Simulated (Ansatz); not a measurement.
This geometry of ClGaH6Si (9 atoms, charge 0, multiplicity 1) is a first-order saddle point.

All numbers below come from RKS r2SCANh/def2-mTZVP in Ansatz 0.2.0.

```xyz
9
Properties=species:S:1:pos:R:3
Ga -0.753 -0.454 -1.025
Si 0.652 -0.164 1.067
H 0.084 -1.078 -2.174
H -2.239 -0.641 -0.617
H 0.030 1.143 -0.328
Cl -0.535 2.020 -1.423
H 1.999 0.461 1.011
H -0.085 0.349 2.249
H 0.847 -1.635 1.240
```

Which two structures does it join? (They come from a converged band through this point; their orientation in space is the band's.)

Bonds broken: Ga1–Si2, H5–Cl6. Bonds formed: Ga1–Cl6, Si2–H5. ClGaH6Si becomes ClGaH2 + H4Si.

First end point:

```xyz
9
Properties=species:S:1:pos:R:3
Ga -0.763 -0.689 -0.802
Si 0.573 -0.486 1.191
H -0.055 -1.064 -2.153
H -2.329 -0.699 -0.742
H 0.564 2.195 -1.120
Cl -0.709 2.019 -1.293
H 1.733 0.426 0.939
H -0.164 0.085 2.353
H 1.151 -1.788 1.627
```

Last end point:

```xyz
9
Properties=species:S:1:pos:R:3
Ga -1.034 -0.054 -1.555
Si 0.882 -0.121 1.354
H 0.088 -0.849 -2.281
H -2.236 -0.599 -0.734
H 0.125 0.326 0.137
Cl -1.138 2.054 -2.053
H 2.238 0.462 1.262
H 0.147 0.380 2.535
H 0.928 -1.599 1.335
```

How far does it lie above each of them?

9.3 kcal/mol above the first and 37.4 kcal/mol above the second. This is the barrier of this one path; another mechanism may lie lower. The orbitals stay closed-shell, which can raise the energy where a bond breaks towards radicals; this wasn't checked here.

The run took 2.7 min on 4 threads of Arm Neoverse N1, with other jobs on the host, peak memory 0.25 GiB.
